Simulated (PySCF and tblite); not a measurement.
The numbers below are computed, except where a source is named.
## Conformers and averaged properties: C₆H₆BrF, numbered as in [CH2:1]=[CH:2]/[C:3]([F:4])=[C:5](/[Br:6])[CH:7]=[CH2:8]

Search: ETKDG and KDG, MMFF94s, GFN2-xTB, 90 starts; geometries at GFN2-xTB. Free energies are PBE0-D3(BJ)/def2-SVP (IEF-PCM, dimethylsulfoxide) single points with GFN2-xTB rigid-rotor and vibrational terms (modes under about 100 cm⁻¹ blended into free rotors). Symmetry numbers and mirror images are counted. Conformers within 3 kcal/mol (GFN2-xTB free energy) were kept, 10 at most. GIAO shieldings: WP04/pcSseg-1 (IEF-PCM, dimethylsulfoxide). Shifts are against TMS (¹H), TMS (¹³C) at the same level; of two unlike H on one atom, a is the less shielded. Run with PySCF (density fitting) and tblite.

Torsions listed: C1–C2–C3–F4, Br6–C5–C7–C8. Of a mirror pair one member is shown.

```csv
conformer,shape,symmetry,E(GFN2) kcal/mol,E(DFT) kcal/mol,G(298.15 K) kcal/mol,weight %,dipole D
1,"0°, 0°",Cs,0.00,0.00,0.00,99.0,3.25
2,"11°, -141°",C1 (pair),1.78,3.12,2.84,0.8,3.34
3,"150°, -18°",C1 (pair),1.74,3.95,3.78,0.2,3.58
```

Weights (%) against temperature:

```
 T (K)     1    2    3  S(mix) cal/mol/K
   250  99.7  0.3  0.0              0.05
273.15  99.4  0.5  0.1              0.08
298.15  99.0  0.8  0.2              0.13
323.15  98.5  1.2  0.3              0.19
373.15  96.9  2.4  0.7              0.35
```

Averaged shifts at 298.15 K. ¹H: 6.85 (H7, 1H), 6.73 (H2, 1H), 5.98 (H8a, 1H), 5.97 (H1a, 1H), 5.76 (H1b, 1H), 5.64 (H8b, 1H) ppm. ¹³C: 170.6 (C3), 136.4 (C5), 134.6 (C7), 129.9 (C2), 127.7 (C8), 127.2 (C1) ppm.

Coordinates of conformer 1 (Å):

```xyz
14

C    -2.851   -0.251   -0.595
C    -1.530   -0.370   -0.472
C    -0.692    0.687    0.041
F    -1.358    1.809    0.386
C     0.650    0.673    0.208
Br    1.449    2.254    0.919
C     1.520   -0.434   -0.106
C     2.839   -0.451    0.058
H    -3.366    0.652   -0.313
H    -3.452   -1.054   -0.981
H    -1.032   -1.282   -0.759
H     1.022   -1.306   -0.506
H     3.419   -1.318   -0.202
H     3.381    0.391    0.453
```

Spin–orbit effects of the heavy atoms on shieldings are missing. At a carbon that bears Br the missing effect is some 10 ppm, beside I tens of ppm. Shifts are unscaled: against experiment ¹³C can be off by 15 ppm or more and ¹H by 0.8 ppm.

Search and properties took 2.1 min on 1 thread of Arm Neoverse V1, on a host shared with other jobs (rough), launched as `OMP_NUM_THREADS=1 python ens_run.py task.json out`.
